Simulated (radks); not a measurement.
Values are calculated unless marked as measured or tabulated.
Q: Species: the lead ion Pb4+. Configuration: [Xe] 4f14 5d10. Level of theory: Dirac Kohn-Sham, LDA (Slater exchange, Perdew-Wang correlation), spin-unpolarised, spherical densities, finite nucleus; Fermi nuclear charge, rms radius 5.5012 fm (a radial shooting solver on a logarithmic mesh with Libxc functionals). Some entries of the table are withheld. Estimate them.

orbital,occ.,eigenvalue (eV),r(max) (bohr)
1s1/2,2,-87890.76,0.009854
2s1/2,2,-15743.78,0.05743
2p1/2,2,-15132.78,0.04199
2p3/2,4,-12945.80,0.04971
3s1/2,2,-3810.248,0.1616
3p1/2,2,(1),(2)
3p3/2,4,(3),(4)
3d3/2,4,-2582.480,0.1288
3d5/2,6,-2478.565,0.1331
4s1/2,2,(5),0.3630
4p1/2,2,-773.3102,0.3603
4p3/2,4,-653.6320,0.3921
4d3/2,4,-455.9069,0.3832
4d5/2,6,-433.5614,0.3929
5s1/2,2,-185.3375,0.7892
4f5/2,6,-177.2920,0.3471
4f7/2,8,-172.2538,0.3516
5p1/2,2,-143.9005,(6)
5p3/2,4,-121.2418,(7)
5d3/2,4,-63.5506,(8)
5d5/2,6,-60.8056,(9)
6s1/2,0,-48.4272,1.841
6p1/2,0,(10),2.063
6p3/2,0,(11),2.249

A: 
(1) 3p1/2 eigenvalue (eV): -3532.101
(2) 3p1/2 r(max) (bohr): 0.1504
(3) 3p3/2 eigenvalue (eV): -3044.270
(4) 3p3/2 r(max) (bohr): 0.1661
(5) 4s1/2 eigenvalue (eV): -893.9838
(6) 5p1/2 r(max) (bohr): 0.8267
(7) 5p3/2 r(max) (bohr): 0.9042
(8) 5d3/2 r(max) (bohr): 1.050
(9) 5d5/2 r(max) (bohr): 1.081
(10) 6p1/2 eigenvalue (eV): -38.2377
(11) 6p3/2 eigenvalue (eV): -34.8269
